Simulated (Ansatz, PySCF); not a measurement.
PySCF was given this input:
```python
from pyscf import gto, scf, dft

mol = gto.Mole()
mol.atom = '''
    Sb    0.08394656   -0.14793732    0.64814379
    C     1.59514398    1.22062068   -0.26205425
    C     1.09436090    1.81229503   -1.55627652
    H     2.47857380    0.60013490   -0.40269509
    H     1.81305105    1.99087086    0.47439410
    H     0.22690550    2.45071787   -1.40370388
    H     0.85216715    1.04849737   -2.29211831
    H     1.88644369    2.43503123   -1.97387433
    C    -1.87830798    0.39127142   -0.26507210
    C    -2.49521305    1.63267689    0.33080458
    H    -2.51413874   -0.48137920   -0.12857834
    H    -1.64575793    0.51859281   -1.32109601
    H    -1.84265155    2.49887781    0.23489832
    H    -2.74097189    1.49145575    1.38166958
    H    -3.42233329    1.85503924   -0.19737196
    C     0.54686613   -2.16401247   -0.17812489
    C     0.68175491   -2.09857793   -1.68005361
    H    -0.27137656   -2.81115398    0.13166794
    H     1.46765724   -2.49353515    0.29910024
    H     1.50649204   -1.45949594   -1.98822787
    H    -0.23555524   -1.76068281   -2.15778284
    H     0.89259130   -3.10380955   -2.04695423
'''
mol.basis = 'sto-3g'
mol.charge = 1
mol.spin = 1
mol.verbose = 4
mol.build()

mf = dft.UKS(mol)
mf.xc = 'bhandhlyp'
mf.grids.atom_grid = (99, 590)
mf.grids.prune = None
mf.kernel()
```

Task: Convert this to an input for Ansatz (a program for electronic structure).

Result: Several could match; the one computed here: 
Ansatz 0.2 input:
```yaml
crystal:
  periodic: [false, false, false]
  atoms:
    - {symbol: Sb, position_ang: [0.08394656, -0.14793732, 0.64814379]}
    - {symbol: C, position_ang: [1.59514398, 1.22062068, -0.26205425]}
    - {symbol: C, position_ang: [1.09436090, 1.81229503, -1.55627652]}
    - {symbol: H, position_ang: [2.47857380, 0.60013490, -0.40269509]}
    - {symbol: H, position_ang: [1.81305105, 1.99087086, 0.47439410]}
    - {symbol: H, position_ang: [0.22690550, 2.45071787, -1.40370388]}
    - {symbol: H, position_ang: [0.85216715, 1.04849737, -2.29211831]}
    - {symbol: H, position_ang: [1.88644369, 2.43503123, -1.97387433]}
    - {symbol: C, position_ang: [-1.87830798, 0.39127142, -0.26507210]}
    - {symbol: C, position_ang: [-2.49521305, 1.63267689, 0.33080458]}
    - {symbol: H, position_ang: [-2.51413874, -0.48137920, -0.12857834]}
    - {symbol: H, position_ang: [-1.64575793, 0.51859281, -1.32109601]}
    - {symbol: H, position_ang: [-1.84265155, 2.49887781, 0.23489832]}
    - {symbol: H, position_ang: [-2.74097189, 1.49145575, 1.38166958]}
    - {symbol: H, position_ang: [-3.42233329, 1.85503924, -0.19737196]}
    - {symbol: C, position_ang: [0.54686613, -2.16401247, -0.17812489]}
    - {symbol: C, position_ang: [0.68175491, -2.09857793, -1.68005361]}
    - {symbol: H, position_ang: [-0.27137656, -2.81115398, 0.13166794]}
    - {symbol: H, position_ang: [1.46765724, -2.49353515, 0.29910024]}
    - {symbol: H, position_ang: [1.50649204, -1.45949594, -1.98822787]}
    - {symbol: H, position_ang: [-0.23555524, -1.76068281, -2.15778284]}
    - {symbol: H, position_ang: [0.89259130, -3.10380955, -2.04695423]}
basis:
  gaussian:
    orbitals: STO-3G
hamiltonian:
  xc: {name: BHLYP}
total_charge: 1
magnetization: {spin_polarized: true, initial_magnetization: 1}
accuracy: high
```

Both were run: PySCF gave -6488.148424 Eh and Ansatz -6488.148423 Eh, 0.001 mEh apart.
